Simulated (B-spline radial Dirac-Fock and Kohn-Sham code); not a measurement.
# Total conversion coefficients at 1000 keV, Kr to Te

Method: a Dirac-Hartree-Slater potential of the neutral atom with a Latter tail (no hole, which puts coefficients of high multipoles low close above an edge), finite nucleus with surface currents. Computed with a radial finite-basis atomic code. Subshells within 1 keV of threshold and pair formation are left out.

| Z | element | E2 | E3 | E5 | M3 | M4 |
| --- | --- | --- | --- | --- | --- | --- |
| 36 | Kr | 0.000498 | 0.00104 | 0.00414 | 0.00228 | 0.00462 |
| 37 | Rb | 0.000539 | 0.00112 | 0.00447 | 0.00252 | 0.00511 |
| 38 | Sr | 0.000582 | 0.00121 | 0.00482 | 0.00278 | 0.00563 |
| 40 | Zr | 0.000675 | 0.00141 | 0.00559 | 0.00336 | 0.00679 |
| 41 | Nb | 0.000724 | 0.00151 | 0.00600 | 0.00369 | 0.00745 |
| 42 | Mo | 0.000777 | 0.00162 | 0.00643 | 0.00404 | 0.00815 |
| 43 | Tc | 0.000831 | 0.00174 | 0.00689 | 0.00442 | 0.00891 |
| 44 | Ru | 0.000889 | 0.00186 | 0.00737 | 0.00483 | 0.00972 |
| 45 | Rh | 0.000949 | 0.00198 | 0.00787 | 0.00527 | 0.0106 |
| 46 | Pd | 0.00101 | 0.00211 | 0.00840 | 0.00574 | 0.0115 |
| 47 | Ag | 0.00108 | 0.00225 | 0.00896 | 0.00625 | 0.0125 |
| 48 | Cd | 0.00115 | 0.00240 | 0.00955 | 0.00679 | 0.0136 |
| 49 | In | 0.00122 | 0.00255 | 0.0102 | 0.00738 | 0.0148 |
| 50 | Sn | 0.00129 | 0.00271 | 0.0108 | 0.00801 | 0.0160 |
| 51 | Sb | 0.00137 | 0.00288 | 0.0115 | 0.00869 | 0.0174 |
| 52 | Te | 0.00145 | 0.00305 | 0.0122 | 0.00942 | 0.0188 |
